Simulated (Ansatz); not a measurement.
Relaxation of a periodic cell of 17 atoms, CuSi16 (host Si, host structure diamond, interstitial Cu), to a largest force component of 0.03 eV/Å in at most 60 steps.

Theory: Ansatz 0.2.0, DFT PBEsol, scalar-relativistic, plane waves, PAW. Settings: PAW set soft_1, cutoff 420 eV, k mesh 2x2x2, fermi-dirac smearing 0.02 eV, spin collinear.

```xyz
17
Lattice="0.0000 5.4300 5.4300 5.4300 0.0000 5.4300 5.4300 5.4300 0.0000" Properties=species:S:1:pos:R:3:forces:R:3
Si 0.000 0.000 0.000 0.37 0.33 0.34
Si 1.357 1.357 1.357 0.03 -0.01 -0.01
Si 2.715 2.715 0.000 -0.40 -0.44 0.41
Si 4.072 4.072 1.357 0.01 0.00 0.15
Si 2.715 0.000 2.715 -0.41 0.43 -0.45
Si 4.072 1.357 4.072 0.01 0.16 0.00
Si 5.430 2.715 2.715 0.03 -0.02 -0.02
Si 6.787 4.072 4.072 -0.17 0.00 0.00
Si 0.000 2.715 2.715 0.27 -0.26 -0.25
Si 1.357 4.072 4.072 0.13 0.00 0.00
Si 2.715 5.430 2.715 -0.02 0.03 -0.03
Si 4.072 6.787 4.072 0.01 -0.14 0.00
Si 2.715 2.715 5.430 -0.02 -0.03 0.03
Si 4.072 4.072 6.787 0.01 0.00 -0.14
Si 5.430 5.430 5.430 0.03 0.02 0.02
Si 6.787 6.787 6.787 0.00 0.00 0.00
Cu 9.458 9.523 9.518 0.15 -0.06 -0.04
```

**Question.** Where does it end, and by what steps?

**Answer.** The run converged. The force dipped under the threshold on the way, but the program's further checks kept it going. Limits of this set-up: coarse k mesh, PAW files made for another functional, a small cell, in which the defect meets its images. After 17 steps the energy has fallen by 0.120 eV; Cu17 moved furthest, 0.88 Å. Parted: Si10–Cu17 (2.76 → 3.39 Å), Si12–Cu17 (2.74 → 3.39 Å), Si14–Cu17 (2.73 → 3.39 Å).

| step | energy less start (eV) | largest force component (eV/Å) | accepted |
| --- | --- | --- | --- |
| 0 | 0.0000 | 0.451 | yes |
| 1 | -0.0405 | 0.176 | yes |
| 2 | -0.0475 | 0.040 | yes |
| 3 | -0.0480 | 0.020 | yes |
| 4 | -0.0482 | 0.008 | yes |
| 5 | -0.0482 | 0.007 | yes |
| 6 | -0.0483 | 0.009 | yes |
| 7 | -0.0484 | 0.026 | yes |
| 8 | -0.0467 | 0.252 | no |
| 9 | -0.0497 | 0.085 | yes |
| 10 | -0.0532 | 0.167 | yes |
| 11 | -0.0589 | 0.322 | yes |
| 12 | -0.0579 | 0.443 | no |
| 13 | -0.0825 | 0.259 | yes |
| 14 | -0.1032 | 0.107 | yes |
| 15 | -0.1143 | 0.060 | yes |
| 16 | -0.1185 | 0.038 | yes |
| 17 | -0.1200 | 0.029 | yes |

```xyz
17
Lattice="0.0000 5.4300 5.4300 5.4300 0.0000 5.4300 5.4300 5.4300 0.0000" Properties=species:S:1:pos:R:3
Si 0.110 0.027 0.027
Si 1.260 1.453 1.452
Si 2.688 2.602 0.028
Si 4.157 3.988 1.381
Si 2.688 0.028 2.601
Si 4.157 1.381 3.988
Si 5.577 2.566 2.565
Si 6.762 3.987 3.987
Si -0.085 2.800 2.800
Si 1.407 4.084 4.084
Si 2.786 5.357 2.683
Si 4.060 6.736 4.082
Si 2.785 2.684 5.357
Si 4.061 4.082 6.735
Si 5.460 5.358 5.358
Si 6.922 6.653 6.653
Cu 8.964 10.039 10.038
```

Run time: 3.8 min on 2 threads of Intel(R) Xeon(R) Platinum 8175M CPU @ 2.50GHz (Skylake/Cascade Lake), on a shared host, peak memory 0.83 GiB.
